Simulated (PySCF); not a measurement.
**Unknowns**

No relativistic terms, a single conformation, one averaged value for each set of equivalent atoms, no solvent model. Geometry: GFN2-xTB; shieldings: GIAO PBE0/pcSseg-1; PySCF 2.14.0 with density-fitted response routines.

Chemical shifts δ = σref − σ; $^{1}$H and $^{13}$C vs TMS, all at this level. Where no couplings were computed, multiplicities follow the n + 1 count of equivalent neighbours, and m marks all less simple cases (inequivalent or close neighbours, rings, F or P nearby). Shifts are as computed. Against solution values, carbons near 30 ppm lie about +3 ppm off and those near 130 ppm about +5 ppm. Of 1211 compounds with measured shifts, 218 miss one by over three times the rms of a fit or turn the order of signals round; such compounds aren't used in these exercises.

Question: C8H12. $^{1}$H NMR (300 MHz, computed): δ 2.12 (m, 1H), 2.08 (m, 2H), 1.96 (m, 1H), 1.88 (m, 1H), 1.81 (m, 1H), 1.74 (m, 2H), 1.67 (m, 2H), 1.38 (m, 1H), 1.01 (m, 1H). $^{13}$C{$^{1}$H} NMR (computed): δ 54.5, 28.1, 26.9, 25.6, 17.1, 6.1. Identify the compound.

Answer: SMILES C1([C@@H]2[C@@H]3C[C@H]23)CCC1. The formula gives 3 degrees of unsaturation (3 rings in the answer). 6 carbon signals for 8 carbons: some carbons are equivalent by symmetry or fast rotation. Carbon types of the structure: 4 × CH, 4 × CH2, which accounts for all hydrogens. δC 54.5, 28.1, 6.1: three-membered-ring carbon. δC 26.9, 17.1: sp3 CH2 in a ring; saturated and bonded to C and H only. δC 25.6: sp3 CH in a ring; a saturated carbon with 3 carbon neighbours and no heteroatom attached. δH 1.88, 1.74, 1.38, 1.01: hydrogen on a three-membered-ring carbon.

This is the structure that produced the data.

Question: C8H12. $^{1}$H NMR (600 MHz, computed): δ 6.62 (s, 2H), 5.42 (d, 2H), 5.15 (d, 2H), 2.07 (s, 6H). $^{13}$C{$^{1}$H} NMR (computed): δ 153.8 (C), 140.5 (CH), 121.1 (CH2), 25.0 (CH3). What is it?

Answer: `C=C(C)/C=C\C(=C)C`. The formula gives 3 degrees of unsaturation (no ring in the answer). 4 carbon signals for 8 carbons: some carbons are equivalent by symmetry or fast rotation. Carbon types of the structure: 2 × C, 2 × CH, 2 × CH2, 2 × CH3, which accounts for all hydrogens. δC 153.8: fully substituted alkene carbon; an sp2 carbon of a C=C bond. δC 140.5: alkene CH; an sp2 carbon of a C=C bond. δC 121.1: terminal =CH2 carbon; an sp2 carbon of a C=C bond. δH 5.42, 5.15: hydrogen on a terminal =CH2 carbon; attached to an sp2 carbon and in the plane of the double bond.

The shifts were computed for this structure.
